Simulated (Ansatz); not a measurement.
Consider the formal exchange of groups at the Sb–N bond: `[SiH3][NH][SbH2]` + `N[SiH](O)Cl` → `N[Si](O)(Cl)[SbH2]` + `N[SiH3]`.

Computed with Ansatz on PBE0-D4/def2-TZVP structures; ΔE is electronic, products minus reactants. CBS: MP2 limit from def2 TZ/QZ plus the TZ coupled-cluster correction, frozen cores. This one scheme is used for every species. Functionals use def2-TZVPP. B3LYP here is the variant with VWN-RPA as its local correlation; programs differ in this. HSE06 is defined as in plane-wave codes. def2 core potentials past Kr. For Sb outer-core shells are correlated without core-valence functions, which leaves a few kJ/mol of doubt a bond. One conformer a species, not always the lowest.

| level | ΔE (kcal/mol) | difference from CCSD(T)/CBS |
| --- | --- | --- |
| LDA (SPW92) | -12.9 | -3.5 |
| PBE-D4 | -12.5 | -3.1 |
| revPBE-D4 | -11.9 | -2.5 |
| BLYP-D4 | -9.8 | -0.4 |
| r2SCAN-D4 | -10.7 | -1.3 |
| B97M-V | -8.3 | 1.1 |
| PBE0-D4 | -12.2 | -2.8 |
| B3LYP-D4 | -9.8 | -0.4 |
| r2SCANh-D4 | -10.9 | -1.5 |
| r2SCAN0-D4 | -11.0 | -1.6 |
| HSE06-D4 | -12.2 | -2.8 |
| BHLYP-D4 | -9.1 | 0.3 |
| CAM-B3LYP-D4 | -8.6 | 0.8 |
| ωB97X-V | -8.8 | 0.6 |
| ωB97M-V | -9.4 | 0.0 |
| B2PLYP | -8.6 | 0.8 |
| PBE-QIDH | -10.3 | -0.9 |
| BLYP | -9.1 | 0.3 |
| r2SCAN | -10.6 | -1.2 |
| PBE0 | -11.7 | -2.3 |
| B3LYP | -9.0 | 0.4 |
| r2SCANh | -10.7 | -1.3 |
| r2SCAN0 | -10.8 | -1.4 |
| HSE06 | -11.7 | -2.3 |
| BHLYP | -8.0 | 1.4 |
| CAM-B3LYP | -8.0 | 1.4 |
| LC-ωPBE | -9.6 | -0.2 |
| RPA@PBE/def2-TZVPP | -6.7 | 2.7 |
| HF/def2-SVP | -7.8 | 1.6 |
| MP2/def2-SVP | -8.7 | 0.7 |
| CCSD/def2-SVP | -8.6 | 0.8 |
| CCSD(T)/def2-SVP | -8.7 | 0.7 |
| HF/def2-TZVPP | -5.8 | 3.6 |
| SCS-MP2/def2-TZVPP | -7.1 | 2.3 |
| CCSD/def2-TZVPP | -8.0 | 1.4 |
| CCSD(T)/def2-TZVPP | -8.3 | 1.1 |
| MP2/def2-QZVPP | -9.3 | 0.1 |
| HF/CBS(def2) | -5.1 | 4.3 |
| MP2/CBS(def2) | -10.0 | -0.6 |
| CCSD/CBS(def2) | -9.0 | 0.4 |
| CCSD(T)/CBS | -9.4 | 0 |

Largest T1 diagnostic among the species: 0.013.

The D4 term adds −0.8 kcal/mol with B3LYP and −0.5 kcal/mol with PBE0; it sums over pairs of atoms, weighted by their polarisabilities, and B3LYP, whose exchange is more repulsive, gets the larger term. In def2-TZVPP, CCSD(T) changes the Hartree–Fock value by −2.6 kcal/mol (the triples alone add −0.3 kcal/mol) and MP2 by −3.2 kcal/mol. From BLYP to BHLYP (50 % exact exchange), in def2-TZVPP and without D4, ΔE moves by +1.0 kcal/mol.
